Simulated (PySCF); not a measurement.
## How methods differ on the ionisation energy of Hf²⁺

Hf²⁺ [Xe] 4f14 5d2 (3F) → Hf³⁺ [Xe] 4f14 5d1 (2D), as a difference of total energies. Calculation: PySCF 2.14, in def2-QZVPPD with the def2 core potential (60 electrons) (7s6p4d3f2g, 84 functions); scalar relativity through the core potential. Correlated levels: valence and next inner shell: nothing frozen outside the core potential. The calculations carry no spin-orbit coupling.

```json
{"method": "UHF", "ionisation energy (eV)": "21.461"}
{"method": "MP2 (valence and next inner shell)", "ionisation energy (eV)": "21.926"}
{"method": "SCS-MP2 (valence and next inner shell)", "ionisation energy (eV)": "21.839"}
{"method": "CCSD (valence and next inner shell)", "ionisation energy (eV)": "21.946"}
{"method": "CCSD(T) (valence and next inner shell)", "ionisation energy (eV)": "21.964"}
```

Problem. How much does correlation contribute at CCSD(T) (valence and next inner shell)?

Solution. 21.964 − (21.461) = 0.503 eV, measured against UHF.

The reference lies between the lowest fine-structure levels, while these numbers refer to the centres of the terms.

Errors of the correlated levels include the incompleteness of this basis.

For comparison: 22.55 ± 0.04 eV (theoretical estimate listed by NIST; NIST Atomic Spectra Database, ionization energies).
